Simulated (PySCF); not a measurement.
# Ionisation energy along the 12-electron series

Calculated with PySCF 2.14 and a two-component X2C-1e Hamiltonian (Gaussian nucleus, no Breit or QED terms), each ion in its own even-tempered basis scaled to its charge; GMP2 freezes 1s2 and drops the highest virtual spinors. Values in eV. NIST values: (m) measured, (s) semi-empirical, (t) theoretical.

```
  ion  configuration  GHF (spin-free)  GHF (screened spin-orbit)  GMP2 (screened spin-orbit)          NIST
Dy⁵⁴⁺       [Ne] 3s2           5300.1                     5299.7                      5303.5  5296 ± 5 (t)
Er⁵⁶⁺       [Ne] 3s2           5699.6                     5699.1                      5702.9  5695 ± 5 (t)
```

Problem. Fill in the row of Ho⁵⁵⁺.

Solution. configuration: [Ne] 3s2; GHF (spin-free): 5497.8; GHF (screened spin-orbit): 5497.4; GMP2 (screened spin-orbit): 5501.1; NIST: 5494 ± 5 (t).
